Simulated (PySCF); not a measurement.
**Sn²⁺ (tin, charge +2): UHF calculation**

Configuration: [Kr] 4d10 5s2, closed-shell 1S. Computed with PySCF 2.14 in x2c-SVPall (6s5p3d, 36 functions), with scalar relativity by spin-free X2C-1e.

- Total energy: -6172.330455 hartree
- One-electron energy: -8457.5657 hartree
- Hartree (Coulomb) energy: 2448.7596 hartree
- Exchange energy: -163.5243 hartree
- ⟨S²⟩: 0.0000
- ⟨L²⟩: 0.000
- Sum of ⟨r⟩: 29.22 bohr
- Sum of ⟨r²⟩: 35.00 bohr²
- Langevin diamagnetic susceptibility: -27.7 ×10⁻⁶ cm³/mol
- Time after the integrals: 0.13 s of wall time on 1 thread of Neoverse-N1 (shared host)

```csv
shell,electrons,mean orbital energy (eV),"rms radius, mean of both spins (bohr)"
1s,2,-29361.0,0.0333
2s,2,-4539.6,0.136
2p,6,-4073.6,0.121
3s,2,-930.21,0.361
3p,6,-773.54,0.362
3d,10,-531.65,0.341
4s,2,-177.84,0.872
4p,6,-127.91,0.948
4d,10,-53.140,1.18
5s,2,-28.849,2.43
```

Densities and radii are taken from the X2C orbitals without a picture-change correction, which distorts them close to the nucleus.
